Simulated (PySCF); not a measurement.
C4H8BN, SMILES C=C1CNB1C. The structure is a stationary point at PBE-D3(BJ)/def2-SVP. The structure was generated by enumeration, and PubChem lists no compound with its InChIKey, so it may never have been made.

Computed with PBE-D3(BJ)/def2-SVP (PySCF).

Harmonic wavenumbers (cm⁻¹): 83, 174, 195, 225, 366, 493, 585, 612, 670, 679, 803, 856, 857, 897, 983, 986, 1062, 1109, 1138, 1187, 1214, 1277, 1375, 1382, 1385, 1414, 1469, 1712, 2927, 2966, 2978, 3044, 3046, 3065, 3139, 3539. Rotational constants (GHz): 5.103, 3.278, 2.048; symmetry number 1.

Question: Work out the zero-point energy and the ideal-gas rigid-rotor harmonic-oscillator thermochemistry at 298.15 K and 1 atm.

Answer: ZPE = ½ Σ hcν = ½ × 49893 cm⁻¹ = 71.33 kcal/mol. H − E(el) = 76.27 kcal/mol. Entropy in cal/(mol K): translation 39.09, rotation 26.64, vibration 14.93, total 80.66. G − E(el) = 52.22 kcal/mol. Cp = 27.10 cal/(mol K). Modes under 150 cm⁻¹ make the vibrational entropy uncertain.
